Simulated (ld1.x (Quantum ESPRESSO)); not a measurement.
# u(r) = r·R(r): atom against pseudo-atom (F (Z = 9))

Columns: radius, all-electron u(r) and pseudo u(r) of the 2p shell (level -11.05 eV) of fluorine in the configuration [He] 2s2 2p5; revPBE, non-relativistic, RRKJ scheme, ld1.x (Quantum ESPRESSO) 7.5.

```
r (bohr)  all-electron  pseudo
   0.080        0.0960  0.0279
   0.160        0.2779  0.1082
   0.240        0.4620  0.2307
   0.320        0.6174  0.3805
   0.400        0.7366  0.5401
   0.480        0.8207  0.6919
   0.560        0.8734  0.8210
   0.640        0.9000  0.9169
   0.720        0.9063  0.9745
   0.800        0.8972  0.9945
   0.880        0.8770  0.9816
   0.960        0.8490  0.9442
   1.040        0.8158  0.8915
   1.120        0.7794  0.8322
   1.200        0.7412  0.7731
   1.280        0.7023  0.7185
   1.360        0.6635  0.6700
   1.440        0.6253  0.6271
   1.520        0.5882  0.5884
   1.600        0.5524  0.5524
   1.680        0.5181  0.5181
   1.760        0.4853  0.4853
   1.840        0.4543  0.4543
   1.920        0.4249  0.4249
   2.000        0.3972  0.3972
   2.080        0.3711  0.3711
```

(1) How many radial nodes do the two functions have?

(2) At about which radius was the pseudo-wave matched?

(3) Is the pseudo-wave norm-conserving?

Results:

(1) The all-electron 2p function has n − l − 1 = 0; the pseudo-wave has 0.

(2) 1.60 bohr, where the columns begin to agree (steps of 0.08 bohr).

(3) Yes: the RRKJ scheme keeps the norm inside the radius equal to the all-electron one, which fixes the energy derivative of the logarithmic derivative at the level.
